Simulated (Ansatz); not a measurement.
```yaml
crystal:
  periodic: [false, false, false]
  atoms:
    - {symbol: B, position_ang: [-1.224051, -1.317079, -0.563356]}
    - {symbol: C, position_ang: [-0.293336, -0.115064, -0.231591]}
    - {symbol: O, position_ang: [0.235267, -1.312524, -0.394371]}
    - {symbol: O, position_ang: [0.212774, 0.213707, 0.868168]}
    - {symbol: B, position_ang: [0.881013, 1.452272, 1.163227]}
    - {symbol: Cl, position_ang: [1.220224, 1.969503, 3.157609]}
    - {symbol: H, position_ang: [-1.591430, -1.443816, 0.135199]}
    - {symbol: H, position_ang: [-1.668030, -0.822302, -1.416866]}
    - {symbol: H, position_ang: [0.363847, 0.646135, -1.174414]}
    - {symbol: H, position_ang: [0.797813, -1.548063, -1.488215]}
    - {symbol: H, position_ang: [1.303552, 1.876469, 0.440306]}
basis:
  gaussian: {orbitals: 6-31G}
hamiltonian: {xc: {name: CAM-B3LYP}, dispersion: d4}
charge: 1
```

```sh
$ ansatz run in.yaml --threads 4 --pin off --events-out ev --progress --plain --max-ram 10444MiB
```

Output, abridged:

```
Error: YAML parse error: error: line 18 column 1: unknown field `charge`, expected one of crystal, accuracy, basis, kpoints, hamiltonian, magnetization, projection, total_charge, correlation, batch, efield, external_charges, scf, relax, neb, saddle, md, ramp, phonons, dielectric, real_time, elastic, magnetic_configurations, gw, evaluate, workflow, output, checkpoint, execution
16 |   gaussian: {orbitals: 6-31G}
17 | hamiltonian: {xc: {name: CAM-B3LYP}, dispersion: d4}
18 | charge: 1
```

(1) What is wrong with this run?

## Answers

(1) The input holds a key that doesn't belong there. The program refused the input.
